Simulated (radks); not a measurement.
The numbers below are computed, except where a source is named.
Question: Species: Bi XLII. Configuration: [Kr] 4d6 (the NIST ground configuration). Level of theory: Dirac Kohn-Sham, revPBE, spin-unpolarised, spherical densities, finite nucleus; open shells fill j = l - 1/2 first; Fermi nuclear charge, rms radius 5.5211 fm (a radial shooting solver on a logarithmic mesh with Libxc functionals). Some entries of the table are withheld. Estimate them.

orbital  occ.  eigenvalue (hartree)  <r^2> (bohr^2)
1s1/2       2             -3391.802       0.0003465
2s1/2       2             -664.6556        0.005188
2p1/2       2             -641.4875        0.003643
2p3/2       4             -556.2633        0.004821
3s1/2       2             -210.6154             (1)
3p1/2       2                   (2)         0.02994
3p3/2       4                   (3)         0.03591
3d3/2       4             -164.0113         0.02724
3d5/2       6             -159.8710         0.02883
4s1/2       2             -92.49247          0.1368
4p1/2       2             -87.94879          0.1350
4p3/2       4             -81.95989          0.1546
4d3/2       4             -74.71767          0.1472
4d5/2       2             -73.46859          0.1527

Answer: 
(1) 3s1/2 <r^2> (bohr^2): 0.03305
(2) 3p1/2 eigenvalue (hartree): -200.2701
(3) 3p3/2 eigenvalue (hartree): -180.8045
